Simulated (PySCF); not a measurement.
Species: C4H8Cl2O2Si.
Numbering: `[Cl:1][CH:2]([Cl:3])[SiH:4]1[O:5][CH2:6][CH2:7][CH2:8][O:9]1` (hydrogens: H10 on C2; H11 on Si4; H12, H13 on C6; H14, H15 on C7; H16, H17 on C8)

Cartesian coordinates in Å at the PBE0-D3(BJ)/def2-SVP level; atoms count from 1:
```
atom  x, y, z in Å
Cl1    5.979    1.474    0.180
C2     5.000    0.041   -0.225
Cl3    5.812   -1.476    0.238
Si4    3.361    0.154    0.707
O5     2.576    1.532    0.223
C6     1.180    1.560    0.011
C7     0.684    0.317   -0.713
C8     1.014   -0.964    0.039
O9     2.403   -1.118    0.246
H10    4.878    0.026   -1.316
H11    3.655    0.148    2.163
H12    0.951    2.464   -0.575
H13    0.655    1.663    0.981
H14   -0.407    0.387   -0.856
H15    1.142    0.275   -1.717
H16    0.662   -1.842   -0.525
H17    0.486   -0.974    1.012
```

Computed with PySCF at PBE0/pcSseg-1, non-relativistic, on one gas-phase PBE0-D3(BJ)/def2-SVP geometry that isn't relaxed in the solvent. The solvent is an IEF-PCM continuum (van der Waals radii × 1.2). The model holds no explicit solvent molecules, cavitation or dispersion.

```json
{"medium": "gas phase", "total energy (Eh)": "-1516.797319", "HOMO (eV)": "-7.945", "LUMO (eV)": "-0.088", "dipole (D)": "4.081"}
{"medium": "acetonitrile (ε = 35.69)", "total energy (Eh)": "-1516.807195", "HOMO (eV)": "-7.941", "LUMO (eV)": "-0.228", "dipole (D)": "5.099"}
```

Problem. What is E(solvent) − E(gas) in acetonitrile, in kcal/mol?

Solution. -1516.807195 − (-1516.797319) = -0.009876 Eh = -6.20 kcal/mol.

Problem. Scale it by Onsager's factor (ε − 1)/(2ε + 1) to chloroform (ε = 4.711), and compare with the calculation.

Solution. The factor goes from 0.479 to 0.356, a ratio of 0.743, which gives -4.60 kcal/mol. The calculation gives -4.41 kcal/mol (total energy -1516.804340 Eh), so the scaled value is 4.5 % too large in size.

Problem. Scale the changes of the other columns the same way. What are the values in chloroform?

Solution. 
| quantity | scaled | computed | difference |
| --- | --- | --- | --- |
| HOMO (eV) | -7.942 | -7.940 | -0.002 |
| LUMO (eV) | -0.192 | -0.180 | -0.012 |
| dipole (D) | 4.837 | 4.819 | +0.018 |

Problem. How does each lowering split into the polarisation term (half the interaction with the induced surface charges) and the distortion of the solute's density?

Solution. acetonitrile: -7.09 + 0.89 kcal/mol, the distortion taking back 13 % of the polarisation term; chloroform: -4.86 + 0.45 kcal/mol, the distortion taking back 9 % of the polarisation term.
